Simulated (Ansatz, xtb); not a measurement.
Breaking the C3–H4 bond in CH4Cd (SMILES [CH3][CdH]) (multiplicity 1 held, fragments rigid). Energies count from the point at 1.090 Å.
Geometry at that point (charge 0, multiplicity 1):
```tsv
atom	x (Å)	y (Å)	z (Å)
Cd	-0.2807	-0.1510	-0.0414
H	-1.7499	-0.9416	-0.2582
C	1.5814	0.8509	0.2333
H	2.0312	0.5593	1.1828
H	1.4329	1.9311	0.2353
H	2.2707	0.5954	-0.5719
```

R- and RO- levels are restricted; in cc, def2 and unpolarised 6-31G sets they are followed outwards from rest. U- levels take the lowest unrestricted solution at each point, which mixes spins at long bonds. Active spaces are followed from a long bond inwards. Curves can end on different states.

Frozen-core correlation.

Codes used: Ansatz (a quantum-chemistry and plane-wave program) with Gaussian orbitals; xtb for the GFN methods. Each number belongs to the level named beside it. In def2 rows elements past Kr take small-core potentials, without spin–orbit coupling. The GFN methods have no spin term and hold the electronic entropy of 300 K.

```tsv
level	energy at R = 3.489 Å (kcal/mol)
GFN2-xTB	123.65
R-HF/def2-TZVPP	173.80
U-HF/def2-TZVPP	87.55
R-PBE/def2-TZVPP	136.55
R-r2SCAN/def2-TZVPP	144.22
R-wB97X-V/def2-TZVPP	166.49
R-MP2/def2-TZVPP	156.46
CASSCF(2,2)/def2-TZVPP	99.09
FIC-MRCISD on CASSCF(2,2)/def2-TZVPP	?
```

Problem. Some entries are withheld; supply them.

Solution. 
- FIC-MRCISD on CASSCF(2,2)/def2-TZVPP, energy at R = 3.489 Å (kcal/mol): 110.45

Doubts at one or more of the structures used: a restricted determinant that unrestricted orbitals would lower (R-HF/def2-TZVPP, R-PBE/def2-TZVPP, R-r2SCAN/def2-TZVPP, R-wB97X-V/def2-TZVPP, R-MP2/def2-TZVPP); a spin-contaminated determinant (U-HF/def2-TZVPP).
